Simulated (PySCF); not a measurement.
(2-hydroxy-2-methylpropyl)methylphenylphosphine sulfide, C11H17OPS.
Structure used (PBE0-D3(BJ)/def2-SVP), in Å, numbered top down from 1:
```xyz
31
C11H17OPS angstrom
C     -3.6463   -0.3066    1.3975
C     -2.6933   -0.0430    0.2389
C     -2.2123    1.4082    0.2652
O     -3.4266   -0.3018   -0.9298
C     -1.5168   -1.0416    0.3468
P     -0.1423   -0.8316   -0.8449
C      0.7893   -2.3892   -0.7154
S     -0.7046   -0.4273   -2.6885
C      0.9855    0.4205   -0.1359
C      1.4130    1.4819   -0.9357
C      2.2838    2.4386   -0.4175
C      2.7300    2.3392    0.8990
C      2.3080    1.2775    1.7002
C      1.4395    0.3188    1.1848
H     -3.9655   -1.3593    1.3995
H     -4.5426    0.3184    1.2736
H     -3.1801   -0.0707    2.3656
H     -1.6028    1.6275    1.1554
H     -1.6122    1.6322   -0.6294
H     -3.0850    2.0772    0.2591
H     -2.8143   -0.2281   -1.6838
H     -1.0777   -1.0301    1.3582
H     -1.9196   -2.0510    0.1651
H      1.6928   -2.2971   -1.3337
H      1.0710   -2.6058    0.3256
H      0.1638   -3.2002   -1.1142
H      1.0440    1.5427   -1.9640
H      2.6133    3.2686   -1.0468
H      3.4100    3.0917    1.3051
H      2.6572    1.1962    2.7322
H      1.1184   -0.5085    1.8242
```

The closed-shell ground state was solved at several levels (PySCF, density fitting, gas phase, non-relativistic).

```json
{"level": "PBE0/pcSseg-1", "basis functions": "337", "HOMO (eV)": "-6.63", "LUMO (eV)": "-1.21", "gap (eV)": "5.42", "dipole (D)": "5.78"}
{"level": "wB97X-D/def2-SVPD", "basis functions": "430", "HOMO (eV)": "-8.39", "LUMO (eV)": "0.48", "gap (eV)": "8.87", "dipole (D)": "6.00"}
```

(1) What might HF/pcSseg-1 (337 basis functions) give for the same quantities?

(2) Over all these levels, which gives the widest orbital gap and which the narrowest?

(3) How far do the dipole and the HOMO energy spread over the levels?

Results:

(1) HOMO -9.17 eV, LUMO 2.31 eV, gap 11.48 eV, dipole 6.39 D.

(2) HF/pcSseg-1 (Hartree–Fock, all exact exchange) has the widest, 11.48 eV, and PBE0/pcSseg-1 (global hybrid, 25 % exact exchange) the narrowest, 5.42 eV. The two share the basis. From the narrowest to the widest the HOMO moves by -2.54 eV and the LUMO by +3.52 eV. The HOMO need not be the same orbital at Hartree–Fock and at DFT levels.

(3) The dipole runs from 5.78 to 6.39 D (mean 6.06 D) and the HOMO from -9.17 to -6.63 eV.

One conformer stands for the species.
